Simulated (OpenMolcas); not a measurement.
**4s2 4p2 along the 32-electron sequence**

```
Program             : OpenMolcas
Method              : MS-RASPT2, IPEA 0.25 Eh, imaginary shift 0.1 Eh
Basis               : ANO-RCC-VTZP
Scalar Hamiltonian  : DKH2, point nucleus
Spin-orbit coupling : state interaction with AMFI integrals over the reference wave functions, term energies averaged over their components
```

Active space for each ion: 4 electrons in 9 orbitals (RAS2 4s 4p; RAS3 4d, at most 2 electrons); closed shells correlated by CASPT2: 3d.

Computed levels in cm-1 above 3P0:

| Level | As+ | Se2+ | Br3+ | Kr4+ |
| --- | --- | --- | --- | --- |
| 3P1 | 954 | 1547 | 2340 | 3280 |
| 3P2 | 2330 | 3590 | 5160 | 6910 |
| 1D2 | 10180 | 13250 | 16310 | 19550 |
| 1S0 | 22980 | 28550 | 34060 | 39530 |
| weight of 3P in the lowest level (%) | 99 | 99 | 98 | 97 |

Measured, with the error of the calculation in %. Measured levels: As+ from NIST Handbook of Basic Atomic Spectroscopic Data; Se2+ from Moore, Atomic Energy Levels, vol. II, NSRDS-NBS 35 (1971 reprint of NBS Circular 467, 1952); Kr4+ from Saloman, J. Phys. Chem. Ref. Data 36, 215 (2007).

```
Level           As+          Se2+          Kr4+
  3P1  1063 (-10.3)  1741 (-11.1)  3743 (-12.4)
  3P2   2541 (-8.4)   3937 (-8.8)   7595 (-9.0)
  1D2  10096 (+0.8)  13032 (+1.7)  19723 (-0.9)
  1S0  22599 (+1.7)                39204 (+0.8)
```

The fine-structure level 3P2 changes by a factor of 2.97 from As+ to Kr4+. Its fourth root runs 6.95, 7.74, 8.48, 9.12, with steps per unit of Z of 0.79, 0.73, 0.64; equal steps would mean a (Z - σ)^4 law with constant σ.

1D2 changes by a factor of 1.92 over the same range, with steps per unit of Z of +3070, +3060, +3240 cm-1.

CASPT2 breaks the degeneracy within a term, and the mean is taken; among the terms shown or strongly mixed into the levels shown the widest spread is 20 cm-1 (4s2 4p2 1D, Se2+). The run also gave levels led by 4s 4p2 4d, 4s2 4p 4d, which use shells meant for correlation; these and all levels above them are left out (holds for As+; Se2+). Active for correlation alone: 4d; no level in the range computed is led by a configuration that fills it, so any true level of that kind is missing (holds for Br3+; Kr4+). Computed and measured levels are paired by configuration, term and J; levels that our copy of the source lacks, or whose pairing is in doubt (as where it misses far off the trend of its configuration), stay unpaired and out of the deviations. Only configurations of the active space appear.
